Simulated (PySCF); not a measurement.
Isomers of C7H9NOSi, mass 151.045 u with the commonest isotopes. Level of theory: PBE0-D3(BJ)/def2-SVP geometry optimisation, gas phase in PySCF. One conformer each, none proved a minimum here; rigid rotors.

Question: Order these by rotational constant B, largest first.
A. `[CH2:1]=[N:2][c:3]1[cH:4][cH:5][c:6]([O:7][SiH3:8])[cH:9][cH:10]1` with C1–N2–C3–C4 36°, C5–C6–O7–Si8 179°
B. Si(vinyl)3(NCO) (`C=C[Si](C=C)(C=C)N=C=O`)
C. `[CH2:1]=[C:2]([O:3][SiH3:4])[c:5]1[cH:6][cH:7][cH:8][cH:9][n:10]1` with C1–C2–O3–Si4 1°, C1–C2–C5–C6 -179°

Answer: B (844.0 MHz), C (626.3 MHz), A (523.6 MHz).

Question: Order these by rotational constant C, smallest first.
A. `[CH2:1]=[C:2]([O:3][SiH3:4])[c:5]1[cH:6][cH:7][cH:8][cH:9][n:10]1` with C1–C2–O3–Si4 1°, C1–C2–C5–C6 -179°
B. Si(vinyl)3(NCO), `C=C[Si](C=C)(C=C)N=C=O`
C. `[CH2:1]=[N:2][c:3]1[cH:4][cH:5][c:6]([O:7][SiH3:8])[cH:9][cH:10]1` with C1–N2–C3–C4 36°, C5–C6–O7–Si8 179°

Answer: C (474.3 MHz), A (525.7 MHz), B (833.8 MHz).

Question: Order these by out-of-plane moment Σ m c² = (Ia + Ib − Ic)/2, smallest first.
A. `[CH2:1]=[N:2][c:3]1[cH:4][cH:5][c:6]([O:7][SiH3:8])[cH:9][cH:10]1` with C1–N2–C3–C4 36°, C5–C6–O7–Si8 179°
B. `C=C[Si](C=C)(C=C)N=C=O` (Si(vinyl)3(NCO))
C. `[CH2:1]=[C:2]([O:3][SiH3:4])[c:5]1[cH:6][cH:7][cH:8][cH:9][n:10]1` with C1–C2–O3–Si4 1°, C1–C2–C5–C6 -179°

Answer: C (3.00 u·Å²), A (7.42 u·Å²), B (236.50 u·Å²).

| SMILES | point group | Ia (u·Å²) | Ib (u·Å²) | Ic (u·Å²) | κ | μa (D) | μb (D) | μc (D) |
| --- | --- | --- | --- | --- | --- | --- | --- | --- |
| C=C(O[SiH3])c1ccccn1 | Cs | 160.37 | 806.95 | 961.33 | -0.92 | 0.07 | 1.46 | 0.02 |
| C=C[Si](C=C)(C=C)N=C=O | – | 480.29 | 598.80 | 606.09 | -0.91 | 2.47 | 0.17 | 0.16 |
| C=Nc1ccc(O[SiH3])cc1 | C1 | 115.33 | 965.13 | 1065.62 | -0.97 | 0.51 | 0.44 | 0.78 |
